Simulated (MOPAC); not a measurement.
MOPAC input (AM1):

```
AM1 PRECISE GNORM=0.05 LET XYZ UHF MS=0.5 GEO-OK AUX(PRECISION=9) THREADS=1
C2H7Ge

C    -1.64531300 1   -0.69671500 1    0.04491900 1
Ge   -0.02813300 1    0.35274100 1   -0.07007500 1
C     1.56829700 1   -0.76538400 1    0.23455700 1
H    -2.10191300 1   -1.15193300 1   -0.82562700 1
H    -2.13785500 1   -0.89465700 1    0.98942000 1
H     0.06085100 1    0.99405700 1   -1.47050100 1
H    -0.06958400 1    1.46921600 1    0.99483900 1
H     1.52086700 1   -1.22240000 1    1.22247400 1
H     2.46925000 1   -0.15526500 1    0.17011200 1
H     1.62075100 1   -1.55413400 1   -0.51516400 1
```

From the output:

```
                                                       MOPAC v23.2.5 Linux

          FINAL HEAT OF FORMATION =         39.37088 KCAL/MOL =     164.72776 KJ/MOL

          COSMO AREA              =        113.00 SQUARE ANGSTROMS
          COSMO VOLUME            =        101.45 CUBIC ANGSTROMS

          GRADIENT NORM           =          0.04869          =       0.01540 PER ATOM
          IONIZATION POTENTIAL    =          9.744326 EV
          ALPHA SOMO LUMO (EV)    =         -9.744  0.826
          BETA  SOMO LUMO (EV)    =        -11.121  0.638
          NO. OF ALPHA ELECTRONS  =         10
          NO. OF BETA  ELECTRONS  =          9
          MOLECULAR WEIGHT        =        103.6673         POINT GROUP:  Cs

          MOLECULAR DIMENSIONS (Angstroms)

            Atom       Atom       Distance
            H     9    H     4     4.70014
            H    10    H     7     3.73949
            H     8    H     6     3.34873

          SCF CALCULATIONS        =         25

   ATOM   CHEMICAL          X               Y               Z
  NUMBER   SYMBOL      (ANGSTROMS)     (ANGSTROMS)     (ANGSTROMS)

     1       C         -1.59665259  *  -0.72499133  *   0.05302712  *
     2      Ge         -0.03142755  *   0.38840416  *  -0.07701282  *
     3       C          1.53284093  *  -0.78626754  *   0.23662572  *
     4       H         -2.02928192  *  -1.17900979  *  -0.83188248  *
     5       H         -2.06028837  *  -0.91810534  *   1.01438463  *
     6       H          0.06993111  *   0.97362198  *  -1.50012539  *
     7       H         -0.07119009  *   1.46188370  *   1.02952459  *
     8       H          1.44144893  *  -1.23693004  *   1.24238861  *
     9       H          2.45086195  *  -0.17340821  *   0.17230786  *
    10       H          1.54326222  *  -1.57612059  *  -0.53729815  *

                             CARTESIAN COORDINATES

   1    C       -1.596652589    -0.724991334     0.053027122
   2   Ge       -0.031427553     0.388404157    -0.077012820
   3    C        1.532840935    -0.786267539     0.236625723
   4    H       -2.029281915    -1.179009795    -0.831882479
   5    H       -2.060288372    -0.918105336     1.014384628
   6    H        0.069931112     0.973621976    -1.500125388
   7    H       -0.071190088     1.461883697     1.029524595
   8    H        1.441448926    -1.236930043     1.242388611
   9    H        2.450861946    -0.173408209     0.172307861
  10    H        1.543262221    -1.576120588    -0.537298153

           Empirical Formula: C2 H7 Ge  =    10 atoms

      MOLECULAR POINT GROUP   :   Cs

          ALPHA EIGENVALUES
 -29.29490 -26.86824 -14.20590 -13.97874 -13.55931 -13.53797 -11.85908 -11.39101
 -11.28158  -9.74433   0.82642   0.95897   1.02492   2.67103   4.59518   4.60075
   4.66388   4.87289   5.08267

           BETA EIGENVALUES
 -28.96059 -25.27471 -13.96421 -13.92279 -13.48238 -13.43568 -11.30964 -11.24811
 -11.12110   0.63836   1.03057   1.35913   1.68833   2.83320   4.61762   4.61932
   5.09659   5.27053   5.34506

              NET ATOMIC CHARGES AND DIPOLE CONTRIBUTIONS

  ATOM NO.   TYPE          CHARGE      No. of ELECS.   s-Pop       p-Pop
    1          C          -0.444898        4.4449     1.34997     3.09493
    2         Ge           0.620817        3.3792     0.84734     2.53184
    3          C          -0.407703        4.4077     1.26386     3.14384
    4          H           0.100893        0.8991     0.89911
    5          H           0.100803        0.8992     0.89920
    6          H          -0.104287        1.1043     1.10429
    7          H          -0.103960        1.1040     1.10396
    8          H           0.080015        0.9200     0.91998
    9          H           0.078200        0.9218     0.92180
   10          H           0.080119        0.9199     0.91988
 DIPOLE           X         Y         Z       TOTAL
 POINT-CHG.     0.404     0.867    -0.146     0.967
 HYBRID        -0.216    -0.826     0.148     0.867
 SUM            0.188     0.040     0.003     0.192

          ATOMIC ORBITAL ELECTRON POPULATIONS

     Atom    s        px        py        pz
    1  C   1.34997   1.05109   1.02656   1.01727
    2 Ge   0.84734   0.80626   0.84244   0.88315
    3  C   1.26386   1.06333   1.04973   1.03079
    4  H   0.89911
    5  H   0.89920
    6  H   1.10429
    7  H   1.10396
    8  H   0.91998
    9  H   0.92180
   10  H   0.91988

                    (SZ)    =    0.500000
                    (S**2)  =    0.770697

          ATOMIC ORBITAL SPIN POPULATIONS

    Atom   Total    s     px     py     pz
         Atomic
    1  C  1.2102  0.070  0.397  0.668  0.075
    2 Ge -0.1526 -0.024 -0.070 -0.047 -0.011
    3  C  0.0411  0.005  0.021  0.011  0.003
    4  H -0.0588 -0.059
    5  H -0.0588 -0.059
    6  H  0.0115  0.011
    7  H  0.0139  0.014
    8  H -0.0023 -0.002
    9  H -0.0018 -0.002
   10  H -0.0023 -0.002

 **********************
 *                    *
 * JOB ENDED NORMALLY *
 *                    *
 **********************

 == MOPAC DONE ==
```

The geometry given is a B3LYP-D3(BJ)/def2-TZVP minimum.
